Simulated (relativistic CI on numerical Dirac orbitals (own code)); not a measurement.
**Hyperfine structure of I+, mass number 129**

Method of calculation: Dirac-Coulomb-Breit CI, KLI orbitals optimised for each configuration, a model potential for QED, valence Slater integrals scaled by 0.85, P86 correlation energy added to each configuration (own radial code, finite nucleus).

CI space (outside the closed core [Kr] 4d10): 5s2.5p4, 5s2.5p3.6s, 5s.5p5, 5s2.5p3.5d, 5s2.5p3.6p, 5p6, 5s.5p4.5d, 5s2.5p3.7s, 5s2.5p3.6d, 5s2.5p3.4f, 5s2.5p3.7p, 5s2.5p3.7d, 5s2.5p3.5f, 5s2.5p3.5g, 5s2.5p3.6f, 5s2.5p2.5d2, 5s2.5p.5d2.6s, 5s2.5p.5d3, 5s2.5p.5d2.6p, 5s.5p2.5d3, 5s2.5p.5d2.7s. Double excitations out of closed p, d and f shells are left out; levels of such configurations are missing from the list, as are those of other unlisted configurations, and high levels can miss mixing partners. These lack a partner that the ground configuration has and come out too high: 5s2.5p3.6d, 5s2.5p3.4f, 5s2.5p3.7p, 5s2.5p3.7d, 5s2.5p3.5f.

Nuclear spin I = 7/2, μ = 2.6165 μN, Q = -0.483 b (tables of Stone and Pyykkö). The electronic factors are computed for point nuclear moments, without core polarisation; leaving it out makes A of s and p electrons in near-neutral atoms 20 to 40 % too small, and it can dominate for d and f shells.

| Level | E (cm⁻¹) | A (MHz) | B (MHz) |
| --- | --- | --- | --- |
| 5s2.5p4 3P_2 | 0.0 | 738.3 | -711 |
| 5s2.5p4 3P_1 | 6888.2 | -279.4 | 421 |
| 5s2.5p4 1D_2 | 14250.0 | 1725 | 1590 |
| 5s2.5p3.6s 5S°_2 | 85009.7 | 1921 | 190 |
| 5s2.5p3.6s 3S°_1 | 89487.6 | -464.3 | -45.6 |
| 5s2.5p3.5d 5D°_3 | 89624.5 | 50.74 | -19.9 |
| 5s2.5p3.5d 5D°_4 | 89740.4 | -7.689 | -19.1 |
| 5s2.5p3.5d 5D°_2 | 90238.0 | 338.4 | 159 |

Levels with J = 0, under 50 % of one LS term, or S terms without an open s electron are left out. Small factors come from cancelling terms and can be off by tens of per cent or more.

Correlation outside the listed configurations is missing or only estimated: errors of thousands of cm⁻¹ between configurations and terms are usual at this charge. Rates and lifetimes follow the computed energies and can be off by large factors. The fine structure of a lone outer electron comes out too small, for d and f at times inverted, and misplaced configurations move strength between like terms. 21 of the 27 excited levels that our extract of the measured tables holds in this range could be paired (the sources list more); they are missed by 3445 cm⁻¹ on average and 5972 at most, and levels without a partner can miss by more.

Problem. Give the hyperfine levels of 5s2.5p4 3P_2 relative to its centre of gravity.

Solution. With K = F(F + 1) − I(I + 1) − J(J + 1), E = AK/2 + B[¾K(K + 1) − I(I + 1)J(J + 1)]/[2I(2I − 1)J(2J − 1)]: F = 3/2: -7026, F = 5/2: -4862, F = 7/2: -2012, F = 9/2: 1349, F = 11/2: 4990 MHz.

LS names give the leading component of a level, which can be under half, so a name can repeat, a term be missing and a line seem to break the LS rules.
